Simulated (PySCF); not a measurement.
**Computed against measured: harmonic wavenumber ωe**

MP2, r²SCAN, PBE in PySCF with x2c-TZVPPall on every atom, spin-free X2C, for the lowest determinant that a PBE0 search found; no spin–orbit coupling. Measured values: Huber and Herzberg, Constants of Diatomic Molecules (1979).

```tsv
molecule	measured (cm⁻¹)	MP2	r²SCAN	PBE
HI	2309.014	2432	2324	2260
S2	725.65	699	729	701
NaH	1172.2	1213	1165	1145
CuF	622.65	628	645	618
BrCl	444.276	464	442	429
LiBr	563.16	563	559	557
CS	1285.08	1306	1302	1262
RbBr	169.46	172	167	166
```

**Question.** Give the mean signed and mean absolute error of each level in %, and name the best.

**Answer.** MP2 +1.7 and 2.6; r²SCAN +0.3 and 1.2; PBE -2.1 and 2.1. On this set r²SCAN is closest.

**Question.** Which molecule does r²SCAN miss most?

**Answer.** CuF, by +3.6 %.

The molecules are drawn from runs that passed checks on state, spin purity and fit, so the hardest cases are missing and the errors look smaller than over all diatomics.

Correlated steps freeze the inner cores (1 to 18 orbitals); shallow outer-core shells are correlated. Spin–orbit coupling is left out. States were picked by a PBE0 search and need not be the measured ground states.
